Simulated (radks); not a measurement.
Results of a calculation; reference values are marked as such.
Task: All-electron atom: Lu4+ in [Xe] 4f13. Code: a radial shooting solver on a logarithmic mesh with Libxc functionals. Model: scalar-relativistic Kohn-Sham, exchange-only r2SCAN, spin-unpolarised, spherical densities, finite nucleus; meta-GGA in the generalised Kohn-Sham scheme; Fermi nuclear charge, rms radius 5.37 fm. Some entries of the table are withheld. Estimate them.

| orbital | occ. | eigenvalue (hartree) | <1/r> (bohr^-1) |
|---|---|---|---|
| 1s | 2 | -2328.504 | (1) |
| 2s | 2 | -398.7706 | (2) |
| 2p | 6 | -350.9263 | 17.56 |
| 3s | 2 | -92.11340 | 7.108 |
| 3p | 6 | -77.67978 | 6.597 |
| 3d | 10 | -60.32310 | (3) |
| 4s | 2 | -19.96592 | 2.997 |
| 4p | 6 | -15.19704 | 2.736 |
| 4d | 10 | -8.93920 | 2.425 |
| 5s | 2 | (4) | 1.154 |
| 5p | 6 | -2.73711 | 0.9848 |
| 4f | 13 | (5) | 1.886 |
| 5d | 0 | -1.34985 | 0.7064 |
| 6s | 0 | -1.18025 | 0.4783 |

Result: 
(1) 1s <1/r> (bohr^-1): 82.19
(2) 2s <1/r> (bohr^-1): 19.20
(3) 3d <1/r> (bohr^-1): 6.235
(4) 5s eigenvalue (hartree): -3.90039
(5) 4f eigenvalue (hartree): -2.05884
